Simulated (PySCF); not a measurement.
C2H7ClOSi. Atoms are numbered in the order given.

```xyz
12

O     -2.3881     0.4520     1.0527
C     -2.2358    -0.2849    -0.1516
C     -0.8875    -0.0050    -0.8166
Si     0.4918     0.0237     0.4750
Cl     2.3172    -0.1488    -0.5349
H     -2.4322     1.3920     0.8300
H     -2.2934    -1.3450     0.1421
H     -3.0757    -0.0989    -0.8489
H     -0.6540    -0.7652    -1.5810
H     -0.8932     0.9682    -1.3401
H      0.3736    -1.1319     1.4012
H      0.5438     1.3020     1.2288
```
Charge 0, spin multiplicity 1.

Geometry optimised at B3LYP-D3(BJ)/def2-SVP. One conformer was computed; it need not be the lowest.

Computed with B3LYP-D3(BJ)/def2-SVP (PySCF 2.14.0).

Frequencies are harmonic and unscaled.

| mode | ν (cm⁻¹) | IR (km/mol) | Raman (Å⁴/amu) | depolarisation | moving atoms (share of kinetic energy) |
|---|---|---|---|---|---|
| 1 | 77 | 3.3 | 0.3 | 0.75 | Si 34 %, O 19 %, Cl 19 %, H 16 %, C 12 % |
| 2 | 105 | 3.8 | 0.2 | 0.62 | O 44 %, H 18 %, C 15 %, Si 14 %, Cl 9 % |
| 3 | 165 | 3.6 | 1.5 | 0.71 | Si 27 %, Cl 24 %, H 23 %, C 21 % |
| 4 | 209 | 0.9 | 0.6 | 0.49 | H 31 %, C 25 %, O 23 %, Cl 15 % |
| 5 | 379 | 129.4 | 2.0 | 0.73 | H 92 % |
| 6 | 455 | 69.9 | 2.9 | 0.30 | H 48 %, C 22 %, O 16 % |
| 7 | 506 | 35.7 | 6.8 | 0.25 | H 48 %, Si 24 %, Cl 21 % |
| 8 | 560 | 28.2 | 5.3 | 0.62 | Si 37 %, H 28 %, Cl 18 %, C 12 % |
| 9 | 685 | 32.5 | 10.8 | 0.24 | H 39 %, C 35 %, Si 24 % |
| 10 | 722 | 13.7 | 14.2 | 0.61 | H 79 %, C 13 % |
| 11 | 805 | 28.6 | 7.5 | 0.54 | H 64 %, C 26 % |
| 12 | 884 | 203.2 | 6.5 | 0.72 | H 82 % |
| 13 | 942 | 15.3 | 7.0 | 0.64 | H 56 %, C 33 %, O 10 % |
| 14 | 957 | 92.6 | 12.1 | 0.72 | H 86 %, C 8 % |
| 15 | 971 | 27.6 | 4.7 | 0.70 | H 76 %, C 21 % |
| 16 | 1090 | 52.4 | 4.3 | 0.73 | C 51 %, H 27 %, O 22 % |
| 17 | 1112 | 67.0 | 1.2 | 0.69 | H 81 %, O 10 % |
| 18 | 1195 | 52.1 | 6.1 | 0.73 | H 60 %, C 39 % |
| 19 | 1285 | 8.7 | 4.9 | 0.46 | H 75 %, C 24 % |
| 20 | 1368 | 4.4 | 8.3 | 0.75 | H 79 %, C 16 % |
| 21 | 1403 | 40.5 | 4.8 | 0.71 | H 80 %, C 17 % |
| 22 | 1429 | 4.4 | 9.5 | 0.75 | H 91 %, C 9 % |
| 23 | 1492 | 0.6 | 13.3 | 0.70 | H 92 % |
| 24 | 2247 | 81.0 | 169.1 | 0.06 | H 98 % |
| 25 | 2255 | 119.3 | 72.8 | 0.74 | H 95 % |
| 26 | 2997 | 71.9 | 156.9 | 0.27 | H 94 % |
| 27 | 3031 | 8.1 | 132.0 | 0.08 | H 94 % |
| 28 | 3081 | 6.8 | 82.5 | 0.75 | H 91 %, C 9 % |
| 29 | 3094 | 21.9 | 59.0 | 0.47 | H 91 %, C 9 % |
| 30 | 3803 | 30.0 | 62.3 | 0.26 | H 94 % |
